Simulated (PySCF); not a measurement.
Vertical excitations of a molecule CH6Cl2Si2 from TDDFT-PBE/def2-SVPD in PySCF, as energy in eV (oscillator strength): 6.80 (0.003), 7.05 (0.000), 7.15 (0.023), 7.25 (0.002), 7.28 (0.040), 7.33 (0.001), 7.40 (0.002), 7.43 (0.016), 7.47 (0.012), 7.54 (0.020). Lowest triplet (TDA): 6.55 eV. Geometry optimised at PBE0-D3(BJ)/def2-SVP. The geometry has at least one imaginary mode, so it is a saddle point at that level. One conformer was computed; it need not be the lowest.

Problem. Which structure fits?
(A) [SiH3]C[SiH](Cl)Cl
(B) C[SiH2][SiH](Cl)Cl
(C) Cl[SiH2]C[SiH2]Cl
(D) C[Si]([SiH3])(Cl)Cl

Solution. A, [SiH3]C[SiH](Cl)Cl
